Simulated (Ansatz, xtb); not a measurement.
**Ranking isomers of C2H3I**

3 gas-phase structures of C2H3I, found in a search over its isomers (lower ones may exist). Each was relaxed with GFN2-xTB:

A. `C[C]I`, a triplet
B. `C[C]I`, a singlet
C. `C=CI`, a singlet

Make a reasoned guess at their ranking by r2SCAN-D4/def2-SVP single-point energy.

Calculated order at r2SCAN-D4/def2-SVP: C (0.0), A (56.4), B (60.8) kcal/mol.

Energies above the lowest of each column, in kcal/mol; the last columns are at PBE0-D4/def2-TZVP geometries (a dash: not run or not comparable):

| structure | GFN2-xTB | HF/STO-3G | r2SCAN-D4/def2-SVP | PBE0-D4/def2-TZVP | CCSD(T)/def2-TZVPP |
| --- | --- | --- | --- | --- | --- |
| C | 0.0 | 0.0 | 0.0 | 0.0 | 0.0 |
| A | – | 25.4 | 56.4 | 59.8 | 64.9 |
| B | 51.3 | 56.9 | 60.8 | 59.8 | 60.0 |

Every level run on C puts it lowest or level with the lowest. CCSD(T)/def2-TZVPP orders those it was run on as C (0.0), B (60.0), A (64.9) kcal/mol. Some further structures that were screened fall inside this span and aren't listed. GFN2-xTB has no spin polarisation and isn't compared across spin states. Open shells are spin-unrestricted. Atoms past krypton carry core potentials in the def2 sets, without spin–orbit terms.

Programs: Ansatz 0.2.0, xtb 6.7.1.
